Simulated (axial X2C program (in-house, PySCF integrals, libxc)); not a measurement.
**Testing model relations on PbCl**

A bond curve at the CCSD(T) level, with spin–orbit coupling, was computed with an in-house all-electron X2C program for linear molecules (integrals from PySCF) (basis Pb dyall-cv3z [12s14p10d7f1g], Cl dyall-av3z [9s8p3d2f] (cores contracted in-house)) for the state Ω = 1/2 (⟨Sz⟩ = -0.45, ⟨Lz⟩ = 0.95 at HF). Its fit gives Re = 2.5111 Å, ωe = 293.3 cm⁻¹, ωexe = 0.855 cm⁻¹ and αe = 3.731e-04 cm⁻¹; the masses are 207.9766 and 34.9689 u. Two-component means X2C with spin–orbit coupling and atomic mean-field Coulomb and Gaunt terms.

Correlated methods: 11 electrons correlated (number of frozen shells: Pb 5 s, 4 p, 3 d, 1 f; Cl 2 s, 1 p), 261 virtual spin orbitals or spinors in MP2, 90 natural virtuals in coupled cluster.

Q: Find the reduced mass, Be and the force constant.

A: From the CCSD(T) values: μ = 29.9356 u. Be = 16.8576/(μ Re²) = 0.08931 cm⁻¹. k = 5.8918×10⁻⁷ μ ωe² = 1.52 mdyn/Å.

Q: Estimate the centrifugal constant by the Kratzer relation.

A: D = 4Be³/ωe² = 3.31e-08 cm⁻¹.

Q: Where do the fundamental and the first overtone lie?

A: ν(1←0) = ωe − 2ωexe = 291.6 cm⁻¹; ν(2←0) = 2ωe − 6ωexe = 581.5 cm⁻¹.

Q: A Morse curve ties αe to the other constants (Pekeris). How well does that hold?

A: αe(Morse) = 6Be²/ωe × (√(ωexe/Be) − 1) = 3.417e-04 cm⁻¹; the CCSD(T) curve gives 3.731e-04 cm⁻¹, a ratio of 0.92.

Q: Estimate De from a Morse curve and compare with the computed well depth of 2.855 eV to Pb + Cl.

A: De(Morse) = ωe²/(4ωexe) = 3.119 eV against 2.855 eV computed, a ratio of 1.09. For De the Morse form works well here.

The state is a single determinant with fixed occupations, the lowest that a limited PBE0 search found. De is counted from the lowest determinant-based energies of the atoms at the same level, without counterpoise correction. CCSD and (T) use frozen natural virtuals with an MP2 correction for the truncation; (T) itself is uncorrected, so its De runs slightly low. With the outer-core shells frozen, correlated bond lengths of heavy atoms tend to come out a few hundredths of an ångström too long.
